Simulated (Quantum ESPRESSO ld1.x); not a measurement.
Q: Si2+, 12 electrons, occupied as [Ne] 3s1 3d1 (not the ground configuration). All-electron calculation, Dirac Kohn-Sham, exchange-only LDA, spin-unpolarised, spherical densities, point nucleus; open shells fill j = l - 1/2 first. Program: ld1.x of Quantum ESPRESSO 7.5. Some entries of the table are withheld. Estimate them.

orbital,occ.,eigenvalue (eV),<1/r> (bohr^-1)
1s1/2,2,-1802.89,13.59
2s1/2,2,-162.407,2.579
2p1/2,2,(1),(2)
2p3/2,4,(3),(4)
3s1/2,1,(5),0.7139
3p1/2,0,-21.4138,0.6171
3p3/2,0,-21.3574,0.6153
3d3/2,1,(6),0.4168
3d5/2,0,(7),0.4167
4s1/2,0,(8),0.3027

A: 
(1) 2p1/2 eigenvalue (eV): -119.792
(2) 2p1/2 <1/r> (bohr^-1): 2.477
(3) 2p3/2 eigenvalue (eV): -119.140
(4) 2p3/2 <1/r> (bohr^-1): 2.463
(5) 3s1/2 eigenvalue (eV): -29.5047
(6) 3d3/2 eigenvalue (eV): -11.3644
(7) 3d5/2 eigenvalue (eV): -11.3627
(8) 4s1/2 eigenvalue (eV): -10.2425
